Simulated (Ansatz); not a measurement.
Geometry optimisation, RKS BHLYP-D4/def2-SVP (Ansatz 0.2.0).

input.yaml

```yaml
crystal:
  periodic: [false, false, false]
  atoms:
    - { symbol: Si, position_ang: [-0.044739, -0.317699, -1.160286] }
    - { symbol: Br, position_ang: [2.211959, -0.237344, -0.802188] }
    - { symbol: H, position_ang: [-0.616208, 1.0271, -1.108258] }
    - { symbol: H, position_ang: [-0.160212, -0.884133, -2.51718] }
    - { symbol: O, position_ang: [-0.794398, -1.277643, -0.064409] }
    - { symbol: H, position_ang: [0.941372, 0.845025, 1.458494] }
    - { symbol: "N", position_ang: [-0.030113, 1.041908, 1.663612] }
    - { symbol: H, position_ang: [-0.590059, -2.206608, -0.020197] }
    - { symbol: H, position_ang: [-0.576729, 0.216237, 1.481125] }
    - { symbol: H, position_ang: [-0.340873, 1.793157, 1.069288] }
basis:
  gaussian: { orbitals: def2-SVP }
hamiltonian:
  xc: { name: BHLYP }
  dispersion: d4
relax:
  f_tol: 0.03
  max_steps: 50
```

Run as:

```bash
$ ansatz run input.yaml --threads 2 --pin off --max-ram 3072MiB --backend cpu --events-out ev --progress --plain --runs-dir out
```

Question: Where does it end, and by what steps?

Answer: It converged. After 6 steps the energy has fallen by 0.103 eV; H10 moved furthest, 0.31 Å.

```csv
step,energy less start (eV),largest force component (eV/Å),accepted
0,0.0000,0.743,yes
1,-0.0943,0.288,yes
2,-0.0988,0.198,yes
3,-0.1010,0.082,yes
4,-0.1025,0.123,yes
5,-0.1033,0.039,yes
6,-0.1034,0.026,yes
```

```xyz
10
Properties=species:S:1:pos:R:3
Si -0.016 -0.396 -1.345
Br 2.176 -0.304 -0.948
H -0.564 0.963 -1.348
H -0.153 -1.060 -2.654
O -0.797 -1.231 -0.162
H 0.930 0.986 1.618
N -0.035 1.091 1.901
H -0.607 -2.157 -0.029
H -0.516 0.252 1.606
H -0.417 1.856 1.361
```

The run took 29 s on 2 threads of Arm Neoverse V1 (shared host), peak memory 0.25 GiB.
